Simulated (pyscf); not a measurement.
## `[SiH3][O][SiH2][O][SiH3]`, singlet

Gas-phase minimum from PySCF at ωB97X-D3(BJ)/def2-SVP, one conformer. 

```
O
Si 1 1.6550
O 2 1.6547 1 108.94
Si 1 1.6633 2 141.34 3 71.75
Si 3 1.6638 2 135.71 1 13.53
H 2 1.4824 3 109.89 5 -104.48
H 2 1.4860 6 111.68 1 -121.19
H 5 1.4862 3 108.32 2 -174.45
H 4 1.4882 1 109.28 2 -117.50
H 4 1.4884 9 109.52 1 119.68
H 5 1.4908 8 109.75 3 120.81
H 4 1.4928 9 109.44 10 119.94
H 5 1.4928 8 109.52 11 119.31
```

Properties at ωB97X-D3(BJ)/def2-SVP:

```
Property                                                                                                                                                                                                                                                                                         Value
---------------------------------------------------------------------------------------------------------------------  -------------------------------------------------------------------------------------------------------------------------------------------------------------------------------
Harmonic wavenumbers, unscaled                                                                                         22, 45, 62, 73, 97, 115, 352, 604, 650, 695, 732, 736, 758, 762, 774, 922, 964, 968, 973, 974, 987, 1021, 1029, 1094, 1109, 2249, 2253, 2263, 2274, 2278, 2284, 2289, 2307 cm⁻¹
Zero-point energy                                                                                                                                                                                                                                                                        49.6 kcal/mol
Rotational symmetry number                                                                                                                                                                                                                                                                           1
Entropy of this conformer at 298 K and 1 atm, rigid rotor and harmonic oscillator, modes under 100 cm⁻¹ raised to 100                                                                                                                                                                  392.2 J/(mol K)
Dipole moment                                                                                                                                                                                                                                                                                   0.59 D
```

Single-point totals, which compare only within one level:

```tsv
level	total energy (hartree)
ωB97X-D3(BJ)/def2-TZVP	-1024.11074
PBE/def2-TZVP	-1023.36113
r²SCAN/def2-TZVP	-1023.84318
B3LYP-D3(BJ)/def2-TZVP	-1024.09371
PBE0-D3(BJ)/def2-TZVP	-1023.46868
M06-2X/def2-TZVP	-1023.87938
ωB97M-D3(BJ)/def2-TZVP	-1024.15905
```

The lowest mode is so soft that the shape along it may change with the basis. Soft torsions are taken as harmonic, which can shift the entropy by several J/(mol K).
